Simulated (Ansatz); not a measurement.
Born–Oppenheimer molecular dynamics of C4H12O4Si (21 atoms, charge 0, multiplicity 1). It starts from a relaxed structure.

Computed with RKS LDA/STO-3G (Ansatz 0.2.0).

```
ensemble        : NVT, Nosé–Hoover chain
time step       : 0.25 fs
steps asked     : 300
set temperature : 700 K
thermostat      : time constant 20 fs, chain length 1
seed            : 356941
```

First frame:

```xyz
21
Properties=species:S:1:pos:R:3
Si -0.239 -0.235 -0.178
O -0.089 -1.044 1.339
C -0.603 -0.152 2.378
H -1.421 -0.653 2.941
H 0.203 0.104 3.101
H -0.993 0.793 1.913
O 1.314 0.020 -0.815
C 2.191 -1.035 -0.311
H 2.231 -1.911 -1.000
H 3.219 -0.622 -0.229
H 1.859 -1.393 0.696
O -0.969 1.293 0.033
C -2.279 1.286 -0.622
H -3.082 1.472 0.125
H -2.325 2.093 -1.385
H -2.441 0.291 -1.117
O -1.265 -1.178 -1.183
C -1.675 -2.369 -0.438
H -1.249 -2.328 0.601
H -2.785 -2.421 -0.387
H -1.313 -3.288 -0.950
```

(1) How far do the bonds stretch over the last three quarters of this one trajectory? (Pairs bonded in most of those frames.)

Results:

(1) 
| bond | mean (Å) | spread (Å) | shortest | longest |
| --- | --- | --- | --- | --- |
| Si1–O2 | 1.735 | 0.060 | 1.64 | 1.82 |
| Si1–O7 | 1.712 | 0.019 | 1.68 | 1.74 |
| Si1–O12 | 1.714 | 0.019 | 1.67 | 1.74 |
| Si1–O17 | 1.745 | 0.088 | 1.62 | 1.90 |
| O2–C3 | 1.460 | 0.015 | 1.43 | 1.49 |
| C3–H4 | 1.117 | 0.030 | 1.07 | 1.17 |
| C3–H5 | 1.122 | 0.049 | 1.04 | 1.20 |
| C3–H6 | 1.123 | 0.050 | 1.04 | 1.22 |
| O7–C8 | 1.457 | 0.015 | 1.42 | 1.48 |
| C8–H9 | 1.122 | 0.054 | 1.03 | 1.22 |
| C8–H10 | 1.145 | 0.105 | 0.98 | 1.30 |
| C8–H11 | 1.124 | 0.045 | 1.04 | 1.21 |
| O12–C13 | 1.483 | 0.022 | 1.45 | 1.52 |
| C13–H14 | 1.127 | 0.055 | 1.03 | 1.21 |
| C13–H15 | 1.118 | 0.035 | 1.05 | 1.19 |
| C13–H16 | 1.126 | 0.048 | 1.04 | 1.22 |
| O17–C18 | 1.479 | 0.054 | 1.40 | 1.56 |
| C18–H19 | 1.122 | 0.035 | 1.05 | 1.19 |
| C18–H20 | 1.121 | 0.064 | 1.03 | 1.22 |
| C18–H21 | 1.123 | 0.041 | 1.04 | 1.20 |

Mean temperature of the second half: 1069 K. The conserved energy stayed within 0.37 meV per atom of its start (net change 0.2 meV per atom), so the integration is sound. The mean temperature of the second half is 53 % above the set value. A run of 0.075 ps of so small a system gives no equilibrium averages. Limits of this set-up: minimal basis.

The run took 27 min on 1 thread of Arm Neoverse V1, with other jobs on the host, peak memory 0.13 GiB.
